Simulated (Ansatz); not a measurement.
Start from `BrC1=C[SiH2]1` and change one atom or group to get `[SiH3]C1=C[SiH2]1`.

Ansatz, PBE0-D4/def2-TZVP geometries, multiplicity 1. 

Scalar relativity is left out up to krypton.

| property | `BrC1=C[SiH2]1` |
| --- | --- |
| HOMO energy (B3LYP/def2-TZVPP) / eV | -7.41 |
| LUMO energy (PBE0/def2-TZVPP) / eV | -0.76 |
| HOMO–LUMO gap (ωB97M-V/def2-TZVPP) / eV | 10.82 |
| HOMO energy (PBE0/def2-TZVPP) / eV | -7.64 |
| HOMO energy (PBE/def2-TZVPP) / eV | -6.47 |
| LUMO energy (ωB97M-V/def2-TZVPP) / eV | 1.07 |

Q: What does the change do to each property? (Estimate.)

A: Ansatz gave: 
| property | `[SiH3]C1=C[SiH2]1` | shift |
| --- | --- | --- |
| HOMO energy (B3LYP/def2-TZVPP) / eV | -7.00 | 0.41 |
| LUMO energy (PBE0/def2-TZVPP) / eV | -0.84 | -0.08 |
| HOMO–LUMO gap (ωB97M-V/def2-TZVPP) / eV | 10.61 | -0.21 |
| HOMO energy (PBE0/def2-TZVPP) / eV | -7.21 | 0.43 |
| HOMO energy (PBE/def2-TZVPP) / eV | -6.12 | 0.35 |
| LUMO energy (ωB97M-V/def2-TZVPP) / eV | 1.30 | 0.23 |

With PBE0 the HOMO rises by 0.43 eV and the LUMO falls by 0.08 eV, so the gap narrows by about 0.51 eV. PBE moves the HOMO by 0.35 eV and ωB97M-V by 0.45 eV. The zero-point energy changes by 64.4 kJ/mol with +9 modes.

B3LYP here is the variant with VWN-RPA as its local correlation; programs differ in this.

Spin–orbit coupling is left out; it splits and shifts lone-pair levels of the heavy atoms by tenths of an eV.
